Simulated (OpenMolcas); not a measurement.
Ru3+: effect of the IPEA shift

```json
{
 "Program": "OpenMolcas",
 "Basis": "ANO-RCC-VTZP [7s6p4d2f1g]",
 "Scalar Hamiltonian": "DKH2, point nucleus",
 "Active space": "5 electrons in 9 orbitals (RAS2 4d 5s; RAS3 5p, at most 2 electrons)",
 "State averaging": "2S+1 = 6 even, 6 roots; 2S+1 = 4 even, 74 roots kept (CI in the orbitals of an earlier block); 2S+1 = 2 even, 89 roots kept (CI in the orbitals of an earlier block); 2S+1 = 6 odd, 15 roots; 2S+1 = 4 odd, 15 roots kept (CI in the orbitals of an earlier block); 2S+1 = 2 odd, 9 roots kept (CI in the orbitals of an earlier block, 0 in the spin-orbit step)",
 "Spin-orbit coupling": "state interaction with AMFI integrals over the reference wave functions, term energies averaged over their components"
}
```

Methods on the same reference wave functions:
A. RASSCF
B. MS-RASPT2, IPEA 0 Eh, imaginary shift 0.1 Eh (closed shells correlated: 4s 4p)
C. MS-RASPT2, IPEA 0.25 Eh, imaginary shift 0.1 Eh (closed shells correlated: 4s 4p)

Energies in cm-1 above 4d5 6S 5/2.

```json
{"Level": "4d5 6S 5/2", "A": "0.0", "B": "0.0", "C": "0.0"}
{"Level": "4d5 4G 5/2", "A": "28012", "B": "23620", "C": "23670"}
{"Level": "4d5 4G 7/2", "A": "28238", "B": "23890", "C": "23930"}
{"Level": "4d5 4G 11/2", "A": "28303", "B": "23990", "C": "24030"}
{"Level": "4d5 4G 9/2", "A": "28372", "B": "24060", "C": "24090"}
{"Level": "4d5 4P 5/2 [56 %]", "A": "31202", "B": "25700", "C": "25880"}
{"Level": "4d5 4P 3/2 [59 %]", "A": "31663", "B": "26200", "C": "26370"}
{"Level": "4d5 4P 1/2 [71 %]", "A": "32259", "B": "26940", "C": "27110"}
{"Level": "4d5 4D 7/2", "A": "34414", "B": "28140", "C": "28330"}
{"Level": "4d5 4D 1/2 [72 %]", "A": "35078", "B": "29040", "C": "29230"}
{"Level": "4d5 4D 5/2 [59 %]", "A": "35517", "B": "29570", "C": "29760"}
{"Level": "4d5 4D 3/2 [59 %]", "A": "35519", "B": "29620", "C": "29800"}
{"Level": "4d5 2I 11/2", "A": "40512", "B": "34970", "C": "35250"}
{"Level": "4d5 2I 13/2", "A": "41012", "B": "35560", "C": "35820"}
{"Level": "4d5 2D 5/2(1) [51 %]", "A": "43681", "B": "36500", "C": "36890"}
{"Level": "4d5 2D 3/2(1) [59 %]", "A": "44921", "B": "37380", "C": "37720"}
{"Level": "4d5 4F 9/2", "A": "46396", "B": "38510", "C": "38750"}
{"Level": "4d5 4F 5/2", "A": "47018", "B": "39260", "C": "39470"}
{"Level": "4d5 2F 7/2(1) [54 %]", "A": "47441", "B": "40160", "C": "40520"}
{"Level": "4d5 4F 3/2 [58 %]", "A": "48082", "B": "40420", "C": "40700"}
{"Level": "4d5 2H 11/2", "A": "50788", "B": "43870", "C": "44300"}
{"Level": "4d5 2G 7/2(1)", "A": "51124", "B": "42650", "C": "43170"}
{"Level": "4d5 2F 5/2(2)", "A": "54622", "B": "45140", "C": "45580"}
{"Level": "4d5 2F 7/2(2)", "A": "54638", "B": "45060", "C": "45490"}
```

Between B and C the level of the table that moves most is 4d5 2G 7/2(1), by 520 cm-1 (lowest in B, highest in C). Moves below CASPT2's spread within the term are not significant.

From A to B the spin-free energies of the other terms of 4d5 shown, above 6S, scale by factors of 0.82 to 0.87, as is usual when dynamic correlation screens the repulsion within a d or f shell.

The lowest spin-free term lies below A's lowest term by 0.386 hartree in B, 0.373 hartree in C.

CASPT2 breaks the degeneracy within a term, and the mean is taken; among the terms shown or strongly mixed into the levels shown the widest spread is 230 cm-1 (4d5 4F, C). Some high roots are left out of the spin-orbit mixing, which shifts the levels that they would mix with. Terms from blocks run as CI alone lack orbitals of their own. Without dynamic correlation excited terms often stand tens of per cent too high (terms of higher spin than the ground term too low), and those without a measured partner can miss by more than the paired ones (holds for A). Blocks of more than 70 roots (2S+1 = 4 even, 2 even) ran without multistate coupling (holds for B; C). Only configurations of the active space appear. Levels that lie high or do not pair safely by name in every column are left out.

A share in square brackets marks a mixed level and gives the weight of the term that names it, the lowest over the columns. A number in round brackets counts repeated terms of one configuration in the order of the reference energies.
